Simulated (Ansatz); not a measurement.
Stretching the As1–H2 bond in AsH3 (SMILES [AsH3]) (multiplicity 1 held, fragments rigid). Energies count from the point at 1.525 Å.
Geometry at that point (charge 0, multiplicity 1):
```xyz
4

As     0.0004     0.0004     0.0708
H     -0.2814     1.2323    -0.7831
H     -0.9371    -0.8619    -0.7681
H      1.2044    -0.3827    -0.7836
```

Restricted levels (R-, RO-) in cc, def2 and unpolarised 6-31G sets keep to the state of the molecule at rest. Unrestricted levels (U-) break spin symmetry where that is lower. Active spaces are followed from a long bond inwards. Levels need not reach the same state.

Correlated levels freeze the cores. Filled d and f shells under p-block atoms count as core.

Run with Ansatz (Gaussian orbitals). 

Energies in kJ/mol.

```json
[
 {"R (Å)": "1.220", "R-MP2/cc-pVDZ": "135", "U-MP2/cc-pVDZ": "135", "R-SCS-MP2/cc-pVDZ": "137", "R-CCSD/cc-pVDZ": "138", "R-CCSD(T)/cc-pVDZ": "139", "FIC-MRCISD+Q on CASSCF(2,2)/cc-pVDZ": "138"},
 {"R (Å)": "1.373", "R-MP2/cc-pVDZ": "25", "U-MP2/cc-pVDZ": "25", "R-SCS-MP2/cc-pVDZ": "26", "R-CCSD/cc-pVDZ": "27", "R-CCSD(T)/cc-pVDZ": "27", "FIC-MRCISD+Q on CASSCF(2,2)/cc-pVDZ": "27"},
 {"R (Å)": "1.525", "R-MP2/cc-pVDZ": "0", "U-MP2/cc-pVDZ": "0", "R-SCS-MP2/cc-pVDZ": "0", "R-CCSD/cc-pVDZ": "0", "R-CCSD(T)/cc-pVDZ": "0", "FIC-MRCISD+Q on CASSCF(2,2)/cc-pVDZ": "0"},
 {"R (Å)": "1.678", "R-MP2/cc-pVDZ": "18", "U-MP2/cc-pVDZ": "18", "R-SCS-MP2/cc-pVDZ": "17", "R-CCSD/cc-pVDZ": "16", "R-CCSD(T)/cc-pVDZ": "15", "FIC-MRCISD+Q on CASSCF(2,2)/cc-pVDZ": "15"},
 {"R (Å)": "1.830", "R-MP2/cc-pVDZ": "58", "U-MP2/cc-pVDZ": "58", "R-SCS-MP2/cc-pVDZ": "56", "R-CCSD/cc-pVDZ": "52", "R-CCSD(T)/cc-pVDZ": "51", "FIC-MRCISD+Q on CASSCF(2,2)/cc-pVDZ": "51"},
 {"R (Å)": "2.059", "R-MP2/cc-pVDZ": "131", "U-MP2/cc-pVDZ": "146", "R-SCS-MP2/cc-pVDZ": "128", "R-CCSD/cc-pVDZ": "118", "R-CCSD(T)/cc-pVDZ": "115", "FIC-MRCISD+Q on CASSCF(2,2)/cc-pVDZ": "114"},
 {"R (Å)": "2.288", "R-MP2/cc-pVDZ": "205", "U-MP2/cc-pVDZ": "227", "R-SCS-MP2/cc-pVDZ": "200", "R-CCSD/cc-pVDZ": "181", "R-CCSD(T)/cc-pVDZ": "175", "FIC-MRCISD+Q on CASSCF(2,2)/cc-pVDZ": "174"},
 {"R (Å)": "2.669", "R-MP2/cc-pVDZ": "309", "U-MP2/cc-pVDZ": "277", "R-SCS-MP2/cc-pVDZ": "300", "R-CCSD/cc-pVDZ": "260", "R-CCSD(T)/cc-pVDZ": "247", "FIC-MRCISD+Q on CASSCF(2,2)/cc-pVDZ": "247"},
 {"R (Å)": "3.050", "R-MP2/cc-pVDZ": "383", "U-MP2/cc-pVDZ": "293", "R-SCS-MP2/cc-pVDZ": "369", "R-CCSD/cc-pVDZ": "306", "R-CCSD(T)/cc-pVDZ": "282", "FIC-MRCISD+Q on CASSCF(2,2)/cc-pVDZ": "285"},
 {"R (Å)": "3.508", "R-MP2/cc-pVDZ": "434", "U-MP2/cc-pVDZ": "298", "R-SCS-MP2/cc-pVDZ": "412", "R-CCSD/cc-pVDZ": "331", "R-CCSD(T)/cc-pVDZ": "290", "FIC-MRCISD+Q on CASSCF(2,2)/cc-pVDZ": "304"},
 {"R (Å)": "4.118", "R-MP2/cc-pVDZ": "448", "U-MP2/cc-pVDZ": "300", "R-SCS-MP2/cc-pVDZ": "414", "R-CCSD/cc-pVDZ": "343", "R-CCSD(T)/cc-pVDZ": "283", "FIC-MRCISD+Q on CASSCF(2,2)/cc-pVDZ": "310"},
 {"R (Å)": "4.881", "R-MP2/cc-pVDZ": "407", "U-MP2/cc-pVDZ": "300", "R-SCS-MP2/cc-pVDZ": "353", "R-CCSD/cc-pVDZ": "346", "R-CCSD(T)/cc-pVDZ": "275", "FIC-MRCISD+Q on CASSCF(2,2)/cc-pVDZ": "312"}
]
```

Doubts at one or more of the structures used: a restricted determinant that unrestricted orbitals would lower (R-MP2/cc-pVDZ, R-SCS-MP2/cc-pVDZ, R-CCSD/cc-pVDZ, R-CCSD(T)/cc-pVDZ); a spin-contaminated determinant (U-MP2/cc-pVDZ); other coupled-cluster roots lie near (R-CCSD/cc-pVDZ, R-CCSD(T)/cc-pVDZ); T1 above 0.05 (R-CCSD/cc-pVDZ, R-CCSD(T)/cc-pVDZ).

Ansatz is a quantum-chemistry and plane-wave program.
